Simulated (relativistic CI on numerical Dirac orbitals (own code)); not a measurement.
Cs⁵³⁺: sensitivity of the levels to the model

Base calculation: Dirac-Coulomb-Breit CI, KLI orbitals optimised for each configuration, QED by a radiative potential, unscaled Slater integrals.

CI space: 1s2, 1s 2s, 1s 2p, 1s 3s, 1s 3p, 1s 3d, 1s 4s, 1s 4p, 1s 4d, 1s 4f, 1s 5s, 1s 5p, 1s 5d, 1s 5f, 1s 5g, 1s 6s, 1s 6p, 1s 6d, 2s2. Levels of other configurations are missing.

Variants: (1) P86 correlation estimate. Shifts of the energy above 1s2 1S_0, in eV, for the lowest level and the first level of each name with at least 55 % of one term (blank where a level changes its place among those of its configuration and J or its character, or is not in the variant):

| Level | Base | Δ(1) |
| --- | --- | --- |
| 1s2 1S_0 | 0.0 | 0.0 |
| 1s 2s 3S_1 | 31310.3 | +2.0 |
| 1s 2p 3P°_1 | 31389.5 | +1.9 |
| 1s 2p 3P°_0 | 31396.4 | +1.9 |
| 1s 2s 1S_0 | 31398.4 | +2.0 |
| 1s 2p 3P°_2 | 31810.4 | +1.9 |
| 1s 2p 1P°_1 | 31846.4 | +1.9 |
| 1s 3s 3S_1 | 37235.9 | +2.4 |
| 1s 3p 3P°_1 | 37257.4 | +2.4 |
| 1s 3p 3P°_0 | 37259.3 | +2.4 |
| 1s 3s 1S_0 | 37259.4 | +2.4 |
| 1s 3p 3P°_2 | 37382.6 | +2.4 |
| 1s 3d 3D_2 | 37391.0 | +2.4 |
| 1s 3d 3D_1 | 37392.6 | +2.4 |
| 1s 3p 1P°_1 | 37392.9 | +2.4 |
| 1s 3d 3D_3 | 37430.2 | +2.4 |
| 1s 3d 1D_2 | 37431.6 | +2.4 |
| 1s 4s 3S_1 | 39282.7 | +2.8 |
| 1s 4p 3P°_1 | 39291.5 | +2.8 |
| 1s 4p 3P°_0 | 39292.3 | +2.8 |
| 1s 4s 1S_0 | 39292.3 | +2.8 |
| 1s 4p 3P°_2 | 39344.1 | +2.8 |

At this charge energies of transitions that change n are usually good to better than 1 %, and those within a shell (Δn = 0) to a few per cent.

Ionisation energy from the two ground configurations alone: base 41858.2 eV. The NIST ASD value (theoretical) is 41861.1 eV.

LS names give the leading component of a level, which can be under half, so a name can repeat, a term be missing and a line seem to break the LS rules.
